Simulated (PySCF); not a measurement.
**Relaxation of doublet GaF2**

All numbers come from PySCF, UPBE0, basis Ga def2-TZVP, F def2-TZVP (no relativity, density fitting). A (50,194) grid was used.

A hand-made bent start, of C2v symmetry, held to at least that symmetry:

Coordinates in bohr (charge 0 multiplicity 2):
```
Ga    0.0000    0.0000   -0.7241
F     2.9102    0.0000    1.3136
F    -2.9102    0.0000    1.3136
```

(1) What forces act on the atoms at the start (eV/Å)?

(2) What does it relax to?

(3) How much energy is released, and in how many steps?

Results:

(1) 
| atom | Fx | Fy | Fz |
| --- | --- | --- | --- |
| Ga1 | 0.00 | 0.00 | 2.77 |
| F2 | -1.70 | 0.00 | -1.38 |
| F3 | 1.70 | 0.00 | -1.38 |

(2) It ends at C2v with Ga–F 1.756 Å (×2); F–Ga–F 116.7° (after a last refinement on a finer grid). A frequency run shows a minimum. Other isomers or separated fragments may lie lower.

(3) 31.2 kJ/mol in 3 steps.
